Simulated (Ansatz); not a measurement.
Wavefunction ladder for CH6OSiSn (`[SnH3][CH]1O[SiH2]1`)

```xyz
10

Sn   -0.001    0.764    1.518
C    -0.335    0.383   -0.562
O    -1.204   -0.797   -0.830
Si    0.316   -1.045   -1.454
H     0.623   -0.659    2.226
H    -1.466    1.195    2.281
H     1.128    2.037    1.678
H    -0.648    1.250   -1.145
H     0.427   -1.069   -2.928
H     1.161   -2.058   -0.786
```

The species carries charge 0 and has multiplicity 1. Correlated methods include outer-core shells of Sn, which these sets cover unevenly. Sn: def2 effective core potential. The structure was optimised at the PBE0-D4/def2-TZVP level. Frozen core, restricted reference, Ansatz 0.2.0.

| basis | HF (Eh) | MP2 corr. |
| --- | --- | --- |
| def2-SVP | -618.24138 | -0.53888 |
| def2-TZVPP | -618.50296 | -0.86283 |
| def2-QZVPP | -618.51964 | -1.11322 |

(1) Estimate the CCSD correlation energy and the (T) correction in each basis where they were run (hartree).

Results:

(1) 
| basis | CCSD corr. | (T) |
| --- | --- | --- |
| def2-SVP | -0.58635 | -0.01833 |
| def2-TZVPP | -0.89131 | -0.03330 |
